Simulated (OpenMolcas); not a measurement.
**Nb+: input and output**

Input:

```
&GATEWAY
Coord
1

Nb 0.0 0.0 0.0
Basis=ANO-R0
Group=XYZ
NoMove
AngMom=0.0 0.0 0.0
AMFI
&SEWARD
&RASSCF
FileOrb=start.orb
Symmetry=1
Spin=5
nActEl=4 0 0
Inactive=9 9
Ras2=6 0
CIRoot=15 15 1
SDav=15
CIMx=300
Iter=120 100
PrWF=0.3
OrbListing=Nothing
MaxOrb=0
Atom
>>> COPY $Project.JobIph JOB001
&RASSCF
FileOrb=start.orb
Symmetry=1
Spin=3
nActEl=4 0 0
Inactive=9 9
Ras2=6 0
CIRoot=73 73 1
SDav=105
CIMx=300
Iter=120 100
PrWF=0.3
OrbListing=Nothing
MaxOrb=0
Atom
>>> COPY $Project.JobIph JOB002
&RASSCF
FileOrb=start.orb
Symmetry=1
Spin=1
nActEl=4 0 0
Inactive=9 9
Ras2=6 0
CIRoot=58 58 1
SDav=105
CIMx=300
Iter=120 100
PrWF=0.3
OrbListing=Nothing
MaxOrb=0
Atom
>>> COPY $Project.JobIph JOB003
&RASSI
NrOfJobIphs=3 15 54 27
1 2 3 4 5 6 7 8 9 10 11 12 13 14 15
1 2 3 4 5 6 7 8 9 10 11 12 13 14 15 16 17 18 19 20 21 22 23 24 25 26 27
28 29 30 31 32 33 34 35 36 37 38 39 40 41 42 43 44 45 46 47 48 49 50 51
52 53 54
1 2 3 4 5 6 7 8 9 10 11 12 13 14 15 16 17 18 19 20 21 22 23 24 25 26 27
IphNames
JOB001
JOB002
JOB003
EJob
SpinOrbit
DIPRint=1.0
SOCoupling=1000.0
Subsets=2
MEES
Property=10
'ANGMOM' 1 'ANGMOM' 2 'ANGMOM' 3 'MLTPL  1' 1 'MLTPL  1' 2 'MLTPL  1' 3
'AMFI' 1 'AMFI' 2 'AMFI' 3 'MLTPL  2' 6
SOProperty=3
'ANGMOM' 1 'ANGMOM' 2 'ANGMOM' 3
```

Launched by
```bash
OMP_NUM_THREADS=1 MOLCAS_MEM=2252 MOLCAS_PROJECT=a pymolcas a.inp > a.log  # once for each step of the input, in one work folder
```

A driver script runs the steps one by one and writes start.orb anew before each from the orbitals found so far.

Output, cut to the results:

```
--- SEWARD ---
Basis set label: NB.ANO-R...5S3P2D.

      Electronic valence basis set:
      ------------------
      Associated Effective Charge  41.000000 au
      Associated Actual Charge     41.000000 au
      Nuclear Model: Finite nucleus - Gaussian distribution
        Gaussian exponent, Xi/bohr**(-2):  2.21204E+08

      Shell  nPrim  nBasis  Cartesian Spherical Contaminant
         s      23       5        X
         p      15       3        X
         d      12       2                 X
                  Relativistic X2C integrals
                  Atomic mean-field integrals
--- RASSCF ---
Wave function specifications:
      -----------------------------

      Number of closed shell electrons          36
      Number of electrons in active shells       4
      Max number of holes in RAS1 space          0
      Max nr of electrons in RAS3 space          0
      Number of inactive orbitals               18
      Number of active orbitals                  6
      Number of secondary orbitals               0
      Spin quantum number                      2.0
      State symmetry                             1
Orbital specifications:
      -----------------------

      Symmetry species                           1   2
                                                ag  au
      Frozen orbitals                            0   0
      Inactive orbitals                          9   9
      Active orbitals                            6   0
      RAS1 orbitals                              0   0
      RAS2 orbitals                              6   0
      RAS3 orbitals                              0   0
      Secondary orbitals                         0   0
      Deleted orbitals                           0   0
      Number of basis functions                 15   9
      Number of CSFs                            15
      Number of root(s) required                15
      Iter CI   SX   CI       RASSCF       Energy    max ROT     max BLB   max BLB  Level Ln srch  Step   QN
          iter iter root      energy       change     param      element    value   shift minimum  type update
 Nr of preliminary CI iterations:   1
      Total energies have been shifted. Add                -3000.00 au
        1   1    2    0  -817.02346998    0.00E+00  -3.21E-07    9  15 1  1.17E-06   0.00   0.00    SX    NO
        2   1    2    0  -817.02346998   -5.46E-12  -3.13E-08    9  15 1  1.14E-07   0.00   0.00    SX    NO
        3   1    1    0  -817.02346998   -2.73E-12   0.00E+00    9  15 1  1.12E-08   0.00   0.00    SX    NO
        4   1    1    0  -817.02346998    4.55E-12   0.00E+00    9  15 1  1.12E-08   0.00   0.00    SX    NO
      Convergence after  4 iterations
        5   1    1    0  -817.02346998    0.00E+00   0.00E+00    9  15 1  1.12E-08   0.00   0.00    SX    NO
      Natural orbitals and occupation numbers for root  1
      sym 1:   1.000000   1.000000   1.000000  -0.000000   1.000000   0.000000
      Natural orbitals and occupation numbers for root  2
      sym 1:   1.000000  -0.000000   1.000000   1.000000   1.000000   0.000000
      Natural orbitals and occupation numbers for root  3
      sym 1:   1.000000  -0.000000   1.000000   1.000000   1.000000   0.000000
::    RASSCF root number  1 Total energy:  -3817.04745456
::    RASSCF root number  2 Total energy:  -3817.04745456
::    RASSCF root number  3 Total energy:  -3817.04745456
::    RASSCF root number  4 Total energy:  -3817.04745456
::    RASSCF root number  5 Total energy:  -3817.04745456
::    RASSCF root number  6 Total energy:  -3817.02482074
::    RASSCF root number  7 Total energy:  -3817.02482074
::    RASSCF root number  8 Total energy:  -3817.02482074
::    RASSCF root number  9 Total energy:  -3817.02482074
::    RASSCF root number 10 Total energy:  -3817.02482074
::    RASSCF root number 11 Total energy:  -3817.02482074
::    RASSCF root number 12 Total energy:  -3817.02482074
::    RASSCF root number 13 Total energy:  -3816.98034393
::    RASSCF root number 14 Total energy:  -3816.98034393
::    RASSCF root number 15 Total energy:  -3816.98034393
--- RASSCF ---
Wave function specifications:
      -----------------------------

      Number of closed shell electrons          36
      Number of electrons in active shells       4
      Max number of holes in RAS1 space          0
      Max nr of electrons in RAS3 space          0
      Number of inactive orbitals               18
      Number of active orbitals                  6
...
--- RASSI ---
SPIN-FREE ENERGIES:
  (Shifted by EMIN (a.u.) =      -3817.0474545559)

 SF State       Relative EMIN(au)   Rel lowest level(eV)    D:o, cm**(-1)      L_eff

     1             0.0000000000        0.0000000000              0.0000         2.0
     2             0.0000000000        0.0000000000              0.0000         2.0
     3             0.0000000000        0.0000000000              0.0000         2.0
     4             0.0000000000        0.0000000000              0.0000         2.0
     5             0.0000000000        0.0000000000              0.0000         2.0
     6             0.0226338111        0.6158973750           4967.5473         3.0
     7             0.0226338111        0.6158973750           4967.5473         3.0
     8             0.0226338111        0.6158973750           4967.5473         3.0
     9             0.0226338111        0.6158973750           4967.5473         3.0
    10             0.0226338111        0.6158973750           4967.5473         3.0
    11             0.0226338111        0.6158973750           4967.5473         3.0
    12             0.0226338111        0.6158973750           4967.5473         3.0
    16             0.0443506737        1.2068433123           9733.8478         1.0
    17             0.0443506737        1.2068433123           9733.8478         1.0
    18             0.0443506737        1.2068433123           9733.8478         1.0
    19             0.0496690707        1.3515642672          10901.1010         3.0
    20             0.0496690707        1.3515642672          10901.1010         3.0
    21             0.0496690707        1.3515642672          10901.1010         3.0
    22             0.0496690707        1.3515642672          10901.1010         3.0
    23             0.0496690707        1.3515642672          10901.1010         3.0
    24             0.0496690707        1.3515642672          10901.1010         3.0
...
```

Levels above the lowest, from the spin-orbit matrix, grouped by J:

```tsv
Configuration	Term	J	E (eV)	Measured (eV)	g	Term weight %
4d⁴	⁵D	0	0.0000	0.0000		99
4d⁴	⁵D	1	0.0175	0.0197	1.501	99
4d⁴	⁵D	2	0.0503	0.0543	1.501	100
4d⁴	⁵D	3	0.0953	0.0994	1.500	100
4d⁴	⁵D	4	0.1499	0.1519	1.500	99
4d³ 5s	⁵F	1	0.5946	0.2922	-0.001	100
4d³ 5s	⁵F	2	0.6244	0.3260	1.000	100
4d³ 5s	⁵F	3	0.6686	0.3756	1.250	100
4d³ 5s	⁵F	4	0.7265	0.4392	1.350	100
4d³ 5s	⁵F	5	0.7968	0.5140	1.400	100
4d⁴	³P	0	1.1600	0.6896		99
4d⁴	³P	1	1.2313	0.7677	1.500	99
4d⁴	³P	2	1.3754	0.9003	1.433	90
4d⁴	³F	2	1.3914		0.737	91
4d⁴	³F	3	1.4295		1.074	97
4d⁴	³F	4	1.4761		1.233	93
4d⁴	³H	4	1.5674		0.818	95
4d⁴	³H	5	1.5993		1.040	96
4d⁴	³H	6	1.6404		1.166	99
4d⁴	³G	3	1.7608		0.760	97
4d⁴	³G	4	1.8066		1.052	93
4d⁴	³G	5	1.8422		1.195	96
4d³ 5s	⁵P	1	1.8752		2.492	99
4d³ 5s	⁵P	2	1.8992		1.826	97
```

Against the 12 measured excited levels shown (NIST Handbook of Basic Atomic Spectroscopic Data) the mean absolute deviation is 1900 cm-1; the largest miss in energy is 4d⁴ ³P₂: computed 1.3754, measured 0.9003 eV (+52.8 %), and the largest in proportion 4d³ 5s ⁵F₁ (+103.5 %).

Some high roots are left out of the spin-orbit mixing, which shifts the levels that they would mix with. Without dynamic correlation excited terms often stand tens of per cent too high (terms of higher spin than the ground term too low), and those without a measured partner can miss by more than the paired ones. Configurations are named by rounded mean occupations; where the s occupation lies near a half they are strongly mixed, a name can repeat and a true partner stay unpaired. A single d shell beside an s shell can misplace configurations of different d count against each other. Measured partners are found by configuration, term and J. A level has none where our copy of the source lacks it or the pairing is in doubt (some pairs that miss far off the trend of their configuration count as doubtful), and it then counts in no deviation. Only configurations of the active space appear. The first state left out of the spin-orbit step lies near 22000 cm-1 above the lowest spin-free state of the reference (among the parities and spins computed), and the list stops at four fifths of that energy or lower. The table shows the lowest 24 of 25 levels.

The RASSCF and RASSI steps took 42 s on 1 thread of Intel(R) Xeon(R) 6975P-C (Granite Rapids), on a shared host; the integral step is not counted.

The term weight is that of the spin-free term in the level, not the purity of its configuration.
